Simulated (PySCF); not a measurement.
## Chlorine: a sound run and one with changed settings

Sound run: Cl⁺ [Ne] 3s2 3p4, Cl²⁺ [Ne] 3s2 3p3. Computed with PySCF 2.14 in cc-pV(D+d)Z, with no relativity, point nucleus. In the sound run the correlated levels freeze [Ne]. The sound run starts from symmetry-adapted Hartree-Fock orbitals and uses a fine grid where one is needed.

Changed run: scalar relativity by spin-free X2C-1e. This setting is unsound on purpose.

| species | method | sound run (hartree) | changed run (hartree) | converged |
| --- | --- | --- | --- | --- |
| Cl⁺ | UHF | -459.03729 | -460.28116 | yes |
| Cl⁺ | PBE0 | -459.51431 | -460.75753 | yes |
| Cl⁺ | LDA | -458.15520 | -459.39740 | yes |
| Cl⁺ | MP2 | -459.12752 | -460.37137 | yes |
| Cl⁺ | CCSD(T) | -459.15017 | -460.39394 | yes |
| Cl²⁺ | UHF | -458.20817 | -459.45240 | yes |
| Cl²⁺ | PBE0 | -458.63861 | -459.88226 | yes |
| Cl²⁺ | LDA | -457.27406 | -458.51672 | yes |
| Cl²⁺ | MP2 | -458.28179 | -459.52597 | yes |
| Cl²⁺ | CCSD(T) | -458.30389 | -459.54796 | yes |

Ionisation energy of Cl⁺:

```tsv
method	sound run (eV)	changed run (eV)
UHF	22.562	22.552
PBE0	23.829	23.817
LDA	23.977	23.964
MP2	23.013	23.005
SCS-MP2	23.037	23.028
CCSD	23.019	23.011
CCSD(T)	23.028	23.020
```

Most of the change in total energy is the relativistic energy itself. On top of that the contraction fixes the core shape for the Hamiltonian it was made with, so the changed run is not a good calculation with the other Hamiltonian either.

For comparison, NIST gives 23.814 eV between the lowest levels.
